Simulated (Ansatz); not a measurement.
Stretching the Mg1–H2 bond in BrHMg (SMILES [MgH][Br]) (multiplicity 1 held, fragments rigid). Energies count from the point at 1.681 Å.
Geometry at that point (charge 0, multiplicity 1):
```xyz
3

Mg     0.0000     0.0000    -1.6767
H      0.0000     0.0000    -3.3577
Br     0.0000     0.0000     0.6708
```

Restricted levels (R-, RO-) in cc, def2 and unpolarised 6-31G sets keep to the state of the molecule at rest. Unrestricted levels (U-) break spin symmetry where that is lower. Active spaces are followed from a long bond inwards. Levels need not reach the same state.

Correlated levels freeze the cores. Filled d and f shells under p-block atoms count as core.

Programs: Ansatz (Gaussian basis) for Hartree–Fock, density functionals and correlated methods. 

Energies in kcal/mol.

```tsv
R (Å)	R-MP2/def2-SVPD	U-SCS-MP2/def2-SVPD	R-CCSD(T)/def2-SVPD	SC-NEVPT2 on CASSCF(2,2)/def2-SVPD	FIC-MRCISD+Q on CASSCF(2,2)/def2-SVPD
1.345	21.0	21.0	21.1	21.4	21.0
1.513	4.3	4.3	4.5	4.7	4.4
1.681	0.0	0.0	0.0	0.0	0.0
1.849	2.5	2.5	2.2	1.9	2.2
2.017	8.6	8.5	7.8	7.2	7.8
2.269	20.8	20.6	18.9	17.8	18.9
2.522	34.1	40.1	30.5	28.9	30.5
2.942	54.8	57.0	47.1	44.8	47.2
3.362	71.9	63.3	58.2	55.3	58.3
3.866	86.5	65.9	64.3	61.5	65.1
4.539	96.9	66.8	65.5	64.2	67.9
5.379	97.6	67.1	64.6	64.8	68.7
```

Doubts at one or more of the structures used: a restricted determinant that unrestricted orbitals would lower (R-MP2/def2-SVPD, R-CCSD(T)/def2-SVPD); a spin-contaminated determinant (U-SCS-MP2/def2-SVPD); T1 above 0.05 (R-CCSD(T)/def2-SVPD); other coupled-cluster roots lie near (R-CCSD(T)/def2-SVPD).

Ansatz is an electronic-structure program.
